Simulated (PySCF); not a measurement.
`[SiH3]O[SiH2][SiH2][SiH3]`, H$_{10}$OSi$_{4}$

Molfile (atoms numbered from 1):
```
H10OSi4
     RDKit          3D

 15 14  0  0  0  0  0  0  0  0999 V2000
   -3.1524   -0.4962   -0.1186 Si  0  0  0  0  0  4  0  0  0  0  0  0
   -2.0798    0.7130   -0.4850 O   0  0  0  0  0  0  0  0  0  0  0  0
   -0.4822    1.1313   -0.6614 Si  0  0  0  0  0  4  0  0  0  0  0  0
    0.9553   -0.5660    0.0967 Si  0  0  0  0  0  4  0  0  0  0  0  0
    3.1900    0.0599   -0.2523 Si  0  0  0  0  0  4  0  0  0  0  0  0
   -3.3544   -0.5730    1.3587 H   0  0  0  0  0  0  0  0  0  0  0  0
   -2.6359   -1.8127   -0.6041 H   0  0  0  0  0  0  0  0  0  0  0  0
   -4.4506   -0.1939   -0.7835 H   0  0  0  0  0  0  0  0  0  0  0  0
   -0.2219    2.3808    0.1148 H   0  0  0  0  0  0  0  0  0  0  0  0
   -0.1956    1.4076   -2.1026 H   0  0  0  0  0  0  0  0  0  0  0  0
    0.6768   -1.8398   -0.6417 H   0  0  0  0  0  0  0  0  0  0  0  0
    0.7222   -0.8141    1.5562 H   0  0  0  0  0  0  0  0  0  0  0  0
    4.1250   -0.9546    0.3231 H   0  0  0  0  0  0  0  0  0  0  0  0
    3.4506    0.1841   -1.7196 H   0  0  0  0  0  0  0  0  0  0  0  0
    3.4541    1.3830    0.3931 H   0  0  0  0  0  0  0  0  0  0  0  0
  1  2  1  0
  2  3  1  0
  3  4  1  0
  4  5  1  0
  1  6  1  0
  1  7  1  0
  1  8  1  0
  3  9  1  0
  3 10  1  0
  4 11  1  0
  4 12  1  0
  5 13  1  0
  5 14  1  0
  5 15  1  0
M  END
```

Level of theory: GIAO B3LYP/6-311G** magnetisability, rotational g tensor and spin-rotation constants, non-relativistic, gas phase (PySCF). Geometry: PBE0-D3(BJ)/def2-SVP.

Give the nuclear spin-rotation constants along the inertial axes (H = +C I·J) beside the isotropic shieldings.

Rotational constants 5.1010, 0.6697, 0.6094 GHz. A star marks the isotopologue with that one atom substituted, in its own axes.
```csv
atom,isotope,Caa (kHz),Cbb (kHz),Ccc (kHz),mean (kHz),σ (ppm)
H6,1H,-0.418,-0.045,0.018,-0.148,26.6
H7,1H,-0.338,-0.015,-0.019,-0.124,26.5
H8,1H,0.110,-0.048,-0.043,0.006,26.6
H9,1H,-0.442,-0.023,0.004,-0.154,26.2
H10,1H,-0.442,-0.030,0.010,-0.154,26.2
H11,1H,-0.424,-0.029,-0.016,-0.156,28.0
H12,1H,-0.437,-0.039,-0.006,-0.161,28.1
H13,1H,-0.188,-0.013,-0.058,-0.086,28.0
H14,1H,-0.426,-0.049,0.002,-0.158,28.2
H15,1H,-0.419,-0.028,-0.019,-0.155,28.2
Si1,29Si*,-2.951,-0.373,-0.385,-1.236,382.9
O2,17O*,-0.477,-0.038,-0.001,-0.172,335.5
Si3,29Si*,-2.630,-0.426,-0.424,-1.160,363.0
Si4,29Si*,-2.605,-0.339,-0.307,-1.084,454.5
Si5,29Si*,-2.641,-0.339,-0.309,-1.096,449.3
```
For the geometry as given, no vibrational averaging.
